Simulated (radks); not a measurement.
The rhenium ion Re+ inside a hard spherical wall (all orbitals vanish at R), configuration held at [Xe] 4f14 5d5 6s1 and not refilled when levels cross. All-electron calculation, scalar-relativistic Kohn-Sham, LDA (Slater exchange, VWN5 correlation), spin-polarised, spherical densities, finite nucleus; open shells are filled with parallel spins first (spin-orbit coupling, left out, can overturn this in heavy ions); Fermi nuclear charge, rms radius 5.3698 fm. Program: a radial shooting solver on a logarithmic mesh with Libxc functionals. Eigenvalues in eV for spin up, with the zero of energy where the potential of the charges vanishes at infinity; a dash marks a level that is unbound or too diffuse for the functional's potential to be trusted. A positive occupied level is held by the wall or, in an anion where self-interaction has pushed it up, behind a barrier. The pressure on the wall is -dE/dV.

R (bohr),E (hartree),kinetic (hartree),e(5p),e(4f),e(5d),e(6s),"e(6p, empty)","e(7s, empty)",pressure (GPa)
free,-16679.6721,18420.284,-55.847,-50.232,-14.253,-13.809,-7.660,-3.328,0
15,-16679.6721,18420.284,-55.847,-50.232,-14.253,-13.809,-7.660,-3.305,< 0.0001
12,-16679.6721,18420.284,-55.847,-50.232,-14.253,-13.809,-7.659,-3.161,< 0.0001
7,-16679.6702,18420.306,-55.762,-50.143,-14.178,-13.721,-7.327,0.722,0.156
4,-16679.4021,18421.824,-52.072,-45.978,-10.586,-8.046,2.435,36.704,65.1
3,-16678.1593,18427.261,-44.423,-36.751,-1.431,10.129,27.927,103.15,725
2,-16667.2220,18470.048,-9.997,0.688,44.941,116.21,155.29,371.99,17900
